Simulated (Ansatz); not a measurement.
Li9H8⁺, relaxed as a singlet with RKS PBE-D4/def2-SVP in Ansatz, starting from the GFN1-xTB geometry. Force threshold 0.02 eV/Å.

Another isomer (singlet) lies 0.33 eV lower at PBE0-D4/def2-TZVP; other spin states weren't run for this one.

Start:

| atom | x (Å) | y (Å) | z (Å) |
| --- | --- | --- | --- |
| Li1 | -0.784 | -1.150 | -0.372 |
| Li2 | -1.580 | 3.453 | 0.002 |
| Li3 | -2.916 | 0.321 | -0.727 |
| Li4 | -0.612 | 1.298 | 0.047 |
| Li5 | 1.299 | -2.713 | -0.162 |
| Li6 | 1.651 | 2.425 | 0.785 |
| Li7 | 3.634 | -0.424 | 1.016 |
| Li8 | 1.374 | -0.155 | 0.385 |
| Li9 | -2.054 | -3.033 | -1.016 |
| H10 | -2.374 | 1.923 | -0.359 |
| H11 | 0.316 | 0.161 | -1.126 |
| H12 | -0.353 | -3.008 | -0.582 |
| H13 | 2.539 | -1.680 | 0.454 |
| H14 | 0.075 | 3.045 | 0.451 |
| H15 | -2.613 | -1.369 | -0.904 |
| H16 | 2.725 | 1.080 | 0.946 |
| H17 | -0.325 | -0.173 | 1.162 |

| step | energy (eV) | largest force component (eV/Å) | SCF passes |
| --- | --- | --- | --- |
| 1 | -1963.5715 | 0.385 | 13 |
| 2 | -1963.7222 | 0.183 | 14 |
| 3 | -1963.7585 | 0.069 | 15 |
| 4 | -1963.7650 | 0.061 | 17 |
| 5 | -1963.7763 | 0.259 | 15 |
| 6 | -1963.8029 | 0.252 | 15 |
| 7 | -1963.8754 | 0.246 | 15 |
| 8 | -1963.9345 | 0.079 | 15 |
| 9 | -1963.9490 | 0.206 | 15 |
| 10 | -1963.9648 | 0.132 | 17 |
| 11 | -1963.9710 | 0.054 | 17 |
| 13 | -1963.9727 | 0.063 | 17 |
| 15 | -1963.9743 | 0.027 | 17 |
| 17 | -1963.9759 | 0.023 | 17 |
| 19 | -1963.9870 | 0.116 | 15 |
| 21 | -1964.0175 | 0.077 | 15 |
| 23 | -1964.0236 | 0.022 | 16 |
| 25 | -1964.0265 | 0.034 | 16 |
| 27 | -1964.0274 | 0.008 | 11 |
| 29 | -1964.0285 | 0.011 | 16 |
| 30 | -1964.0291 | 0.016 | 16 |

Force components are those of the run's own axes.

End:

| atom | x (Å) | y (Å) | z (Å) |
| --- | --- | --- | --- |
| Li1 | -0.8185 | -1.4186 | 0.0621 |
| Li2 | -1.4450 | 3.2314 | 0.0688 |
| Li3 | -2.6720 | 0.2545 | 0.3212 |
| Li4 | -0.5000 | 1.0995 | -0.7181 |
| Li5 | 1.3686 | -2.0380 | -0.8504 |
| Li6 | 1.8412 | 2.5315 | 0.5206 |
| Li7 | 3.4548 | -0.4243 | 1.1181 |
| Li8 | 1.0297 | -0.0865 | 0.9760 |
| Li9 | -1.9576 | -2.7759 | -1.5341 |
| H10 | -2.2258 | 1.7957 | -0.4718 |
| H11 | 0.5688 | -0.3350 | -0.8813 |
| H12 | -0.2662 | -2.8773 | -0.8854 |
| H13 | 2.1987 | -1.5536 | 0.7106 |
| H14 | 0.2447 | 2.7629 | -0.0929 |
| H15 | -2.4856 | -1.3099 | -0.6073 |
| H16 | 2.5053 | 1.0680 | 1.1669 |
| H17 | -0.8411 | 0.0755 | 1.0969 |

Bonds formed: Li5–H11 (atoms count from 1).

The force fell under the threshold at step 27, but the optimiser went on. No frequencies were taken in this run, so the end may be a saddle point.

Hardware: 4 threads of Arm Neoverse V1 on a shared host. Wall time 44 s.
